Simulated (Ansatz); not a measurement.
CuBr2⁺. Total charge 1; triplet. Geometry PBE-D4/def2-TZVP, that of the neutral doublet; atoms count from 1.

```xyz
3

Cu   -0.004   -0.006   -0.007
Br    0.833    1.250   -1.635
Br   -0.829   -1.244    1.641
```

The structure comes from a short search, and lower isomers may exist.

Question: Estimate the Mulliken populations from the PBE0/def2-TZVP orbitals of Ansatz.

Answer: 
```json
{"atom": "Cu1", "charge (e)": "0.46", "spin (α − β)": "0.28", "d electrons": "9.63"}
{"atom": "Br2", "charge (e)": "0.27", "spin (α − β)": "0.86", "d electrons": "–"}
{"atom": "Br3", "charge (e)": "0.27", "spin (α − β)": "0.86", "d electrons": "–"}
```
Mulliken values and Mayer orders depend strongly on the basis.

Question: Where does the spin sit?

Answer: Summed by element: Cu 0.28, Br 1.72, of 2 unpaired in all. Largest on single atoms: Br3 0.86, Br2 0.86, Cu1 0.28.

Question: And the Mayer bond orders between bonded heavy atoms (over 0.3)?

Answer: Cu1–Br2 1.02 (2.22 Å); Cu1–Br3 1.02 (2.22 Å).
